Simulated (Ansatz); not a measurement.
```yaml
crystal:
  periodic: [false, false, false]
  atoms:
    - {symbol: Se, position_ang: [-1.917253, -0.370158, -1.167708]}
    - {symbol: C, position_ang: [-0.336076, -0.487026, -0.030844]}
    - {symbol: N, position_ang: [0.260573, -1.346558, 0.762415]}
    - {symbol: C, position_ang: [0.923054, 0.098362, 0.571836]}
    - {symbol: H, position_ang: [-1.607172, 1.075512, -1.601803]}
    - {symbol: H, position_ang: [0.856504, 0.813759, 1.458354]}
    - {symbol: H, position_ang: [1.884945, 0.144603, -0.040339]}
basis:
  gaussian: {orbitals: pcseg-2}
magnetization: {spin_polarized: true, initial_magnetization: 0}
hamiltonian: {xc: {name: wB97M-V}}
accuracy: high
output: {forces: true}
```

```sh
$ ansatz run in.yaml --threads 2 --pin off --events-out ev --progress --plain --max-ram 4352MiB
```

Output, abridged:

```
Functional definition: wB97M-V
  name "wB97M-V"
  cite "Mardirossian & Head-Gordon, J. Chem. Phys. 144, 214110 (2016) doi:10.1063/1.4952647"
  cite "Becke, J. Chem. Phys. 107, 8554 (1997) doi:10.1063/1.475007"
  cite "Vydrov & Van Voorhis, J. Chem. Phys. 133, 244103 (2010) doi:10.1063/1.3521275"
  # Of w^i u^j: cxij and so on, Table III.
  parameter omega = 0.3/bohr
  parameter cx = 0.15
  parameter cx01 = 1.007
  parameter cx10 = 0.259
  parameter css00 = 0.443
  parameter css04 = -1.437
  parameter css10 = -4.535
  parameter css20 = -3.390
  parameter css43 = 4.278
  parameter cos00 = 1.000
  parameter cos10 = 1.358
  parameter cos20 = 2.924
  parameter cos21 = -8.812
  parameter cos60 = -1.390
  parameter cos61 = 9.142
  parameter b = 6.0
  parameter c = 0.01
  gx(w, u) = 1 - cx + cx01*u + cx10*w
  gss(w, u) = css00 + css04*u^4 + css10*w + css20*w^2 + css43*w^4*u^3
  gos(w, u) = cos00 + cos10*w + (cos20 + cos21*u)*w^2 + (cos60 + cos61*u)*w^6
  exchange = spin_sum(e_x_unif_sr(omega)*gx(b97_w, b97_u_x)) + cx*exact_x_sr(omega) + exact_x_lr(omega)
  correlation = spin_sum(e_c_pw_mod_same_spin*gss(b97_w, b97_u_same))
      + integral(e_c_pw_mod_opposite_spin*gos(b97_w_opposite, b97_u_opposite)) + vv10(b, c)
3070 factors; integrals over basis functions are off by at most 4.4e-9 eV
401 factors; integrals over basis functions are off by at most 2.6e-9 eV
mean field evaluation 1: about -68952.0489 eV, gradient 3.1e1 eV
mean field evaluation 2: about -68949.9904 eV, gradient 3.9e1 eV
mean field evaluation 4: about -68956.6890 eV, gradient 2.7e0 eV
mean field evaluation 8: about -68956.8281 eV, gradient 2.0e-1 eV
mean field evaluation 16: about -68956.8289 eV, gradient 7.6e-4 eV
mean field -68956.82885755 eV, -2534.1167198974 hartree, gradient 3.6e-8 eV, S^2 0.000000; 0 other end points of the search recorded, 0 dependent functions left out
the calculation of the forces begins
reference -68956.82886226 eV, -2534.1167200709 hartree; 28, 28 occupied and 147, 147 virtual orbitals, 3070 factors
Total energy: -68956.82886226 eV, -2534.1167200709 hartree
Atom 0 at    -1.917253    -0.370158    -1.167708 Å, force     1.478786     1.175858     0.488030 eV/Å
Atom 1 at    -0.336076    -0.487026    -0.030844 Å, force     2.273832    -1.563966     2.259207 eV/Å
Atom 2 at     0.260573    -1.346558     0.762415 Å, force    -1.366894     3.538209    -2.517975 eV/Å
Atom 3 at     0.923054     0.098362     0.571836 Å, force    -0.667707    -0.486460    -0.240942 eV/Å
Atom 4 at    -1.607172     1.075512    -1.601803 Å, force    -0.229911    -1.365674     0.453415 eV/Å
Atom 5 at     0.856504     0.813759     1.458354 Å, force     0.036930    -1.157068    -1.358934 eV/Å
Atom 6 at     1.884945     0.144603    -0.040339 Å, force    -1.525035    -0.140898     0.917200 eV/Å
Dipole moment:    -0.119303     0.504964    -0.307423 e Å
```

Run time 110 s (2 threads of an Arm Neoverse V1 on a shared host); peak host memory 1.7 GiB.
